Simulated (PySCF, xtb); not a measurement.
PbBr, SMILES [Br][Pb] (connectivity only; charge and spin as stated), neutral, multiplicity 2.

Harmonic wavenumbers (cm⁻¹) from GFN2-xTB (xtb) at its own minimum, in rising order: 196.

What does B3LYP-D3(BJ)/def2-TZVP (PySCF 2.14.0) give at its own minimum? (An estimate is asked for; the answer gives what the named calculation found.)

203. Paired by order, the mean absolute difference is 7 cm⁻¹ and the zero-point energies are 0.3 and 0.3 kcal/mol.
